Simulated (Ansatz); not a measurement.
Sc₃⁺ (the lowest singlet isomer of a short search), 3 atoms. Hardware: 4 threads of Arm Neoverse V1 on a shared host.

Correlated methods freeze 15 core orbitals; core or outer-core shells of Sc are correlated, in sets that lack core-valence functions.

How many basis functions does each of these Ansatz runs have, and roughly what does it cost? B2PLYP/def2-TZVP, charge 1 quintet, energy, from earlier orbitals; ωB97X-V/def2-TZVP, charge 1 triplet, energy, from earlier orbitals; PBE0-D4/def2-TZVP, charge 1 singlet, energy and forces, from earlier orbitals; CCSD(T)/def2-TZVPP, charge 1 singlet, energy, from earlier orbitals; PBE-D4/def2-TZVP, charge 1 triplet, energy, from earlier orbitals; r2SCAN-D4/def2-TZVP, charge 1 triplet, relaxation, 4 steps; PBE0-D4/def2-SVP, charge 1 singlet, energy with a search over starts; PBE-D4/def2-SVP, charge 1 singlet, energy, from earlier orbitals; PBE0-D4/def2-SVP, charge 0 doublet at the geometry of the charge 1 singlet, energy with a search over starts; B2PLYP/def2-TZVP, charge 1 triplet, energy, from earlier orbitals; RPA@PBE/def2-TZVP, charge 1 quintet, energy, from earlier orbitals; MP2/def2-TZVP, charge 1 singlet, energy, from earlier orbitals.

Other jobs shared the machine, so times can vary by a factor of up to 3. A dash marks memory too small to be measured apart from the calling script's.

```tsv
run	functions	fitting or Cholesky vectors	wall time	peak host memory (GiB)
PBE-D4/def2-SVP, charge 1 singlet, energy, from earlier orbitals	93	1146	1.9 s	–
PBE0-D4/def2-TZVP, charge 1 singlet, energy and forces, from earlier orbitals	135	1317	3.6 s	–
PBE0-D4/def2-SVP, charge 1 singlet, energy with a search over starts	93	1044	4.2 s	–
PBE-D4/def2-TZVP, charge 1 triplet, energy, from earlier orbitals	135	1344	13 s	–
MP2/def2-TZVP, charge 1 singlet, energy, from earlier orbitals	135	1317	15 s	–
RPA@PBE/def2-TZVP, charge 1 quintet, energy, from earlier orbitals	135	1317	20 s	–
r2SCAN-D4/def2-TZVP, charge 1 triplet, relaxation, 4 steps	135	1344	27 s	–
PBE0-D4/def2-SVP, charge 0 doublet at the geometry of the charge 1 singlet, energy with a search over starts	93	1044	50 s	–
B2PLYP/def2-TZVP, charge 1 quintet, energy, from earlier orbitals	135	1317	81 s	0.67
B2PLYP/def2-TZVP, charge 1 triplet, energy, from earlier orbitals	135	1317	89 s	0.68
ωB97X-V/def2-TZVP, charge 1 triplet, energy, from earlier orbitals	135	1317	2.1 min	0.98
CCSD(T)/def2-TZVPP, charge 1 singlet, energy, from earlier orbitals	192	1304	2.5 min	1.6
```
